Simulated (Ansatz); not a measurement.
`BN([SiH3])[SiH2]F` + `COC(N)O` → `NC(O)O[SiH3]` + `BN(C)[SiH2]F`  (formal exchange of groups at the Si–N bond)

Gas-phase electronic energies from Ansatz, PBE0-D4/def2-TZVP geometries. CBS: MP2 limit from def2 TZ/QZ plus the TZ coupled-cluster correction, frozen cores. Functionals use def2-TZVPP. B3LYP here is the variant with VWN-RPA as its local correlation; programs differ in this. One conformer a species, not always the lowest.

```csv
level,ΔE (kJ/mol),difference from CCSD(T)/CBS
PBE-D4,-54.3,1.0
r2SCAN-D4,-55.7,-0.4
PBE0-D4,-54.0,1.3
B3LYP-D4,-56.6,-1.3
B2PLYP,-57.5,-2.2
r2SCAN,-55.8,-0.5
B3LYP,-57.7,-2.4
MP2/def2-TZVPP,-57.3,-2.0
SCS-MP2/def2-TZVPP,-56.6,-1.3
CCSD/def2-TZVPP,-55.1,0.2
CCSD(T)/def2-TZVPP,-54.7,0.6
HF/def2-QZVPP,-54.6,0.7
SCS-MP2/def2-QZVPP,-57.0,-1.7
HF/CBS(def2),-54.6,0.7
MP2/CBS(def2),-57.8,-2.5
CCSD/CBS(def2),-55.6,-0.3
CCSD(T)/CBS,-55.3,0
```

Largest T1 diagnostic among the species: 0.012.
